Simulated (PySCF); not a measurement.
C7H7F3Ge, SMILES [GeH3][c]1ccccc1C(F)(F)F, GFN2-xTB optimised geometry.

```
18

F     -1.08    -2.53     0.87
C     -1.60    -1.67    -0.03
F     -2.92    -1.62     0.20
F     -1.45    -2.28    -1.23
C     -0.92    -0.34     0.00
C     -1.65     0.83     0.00
C     -0.99     2.05     0.00
C      0.40     2.07     0.00
C      1.12     0.89     0.00
C      0.47    -0.34     0.00
Ge     1.52    -2.00     0.03
H     -2.73     0.80    -0.01
H     -1.55     2.97     0.00
H      0.92     3.02     0.00
H      2.20     0.91     0.00
H      2.92    -1.59    -0.35
H      1.04    -3.02    -0.94
H      1.57    -2.57     1.40
```

Density from CAM-B3LYP/def2-SVP run with PySCF 2.14.0 at that geometry.

Minimum of the electron density along straight lines between bonded atoms, close to the bond critical point (lines longer than 1.1 times the sum of covalent radii, or with two minima, are not listed):

| bond | length / Å | ρ at the minimum / e bohr⁻³ | ∇²ρ there / e bohr⁻⁵ | position (fraction from the first atom) |
|---|---|---|---|---|
| F1–C2 | 1.352 | 0.268 | -0.26 | 0.66 |
| C2–F3 | 1.336 | 0.278 | -0.19 | 0.34 |
| C2–F4 | 1.349 | 0.272 | -0.29 | 0.34 |
| C2–C5 | 1.494 | 0.276 | -0.74 | 0.54 |
| C5–C6 | 1.386 | 0.312 | -0.79 | 0.51 |
| C6–C7 | 1.384 | 0.315 | -0.82 | 0.50 |
| C7–C8 | 1.385 | 0.315 | -0.82 | 0.50 |
| C8–C9 | 1.384 | 0.315 | -0.83 | 0.50 |
| C5–C10 | 1.392 | 0.308 | -0.77 | 0.51 |
| C9–C10 | 1.389 | 0.311 | -0.79 | 0.50 |
| C10–Ge11 | 1.961 | 0.127 | 0.08 | 0.54 |
| C6–H12 | 1.080 | 0.286 | -1.12 | 0.64 |
| C7–H13 | 1.079 | 0.285 | -1.11 | 0.64 |
| C8–H14 | 1.080 | 0.285 | -1.10 | 0.64 |
| C9–H15 | 1.082 | 0.285 | -1.10 | 0.64 |
| Ge11–H16 | 1.498 | 0.142 | 0.09 | 0.59 |
| Ge11–H17 | 1.486 | 0.146 | 0.08 | 0.59 |
| Ge11–H18 | 1.490 | 0.144 | 0.08 | 0.59 |
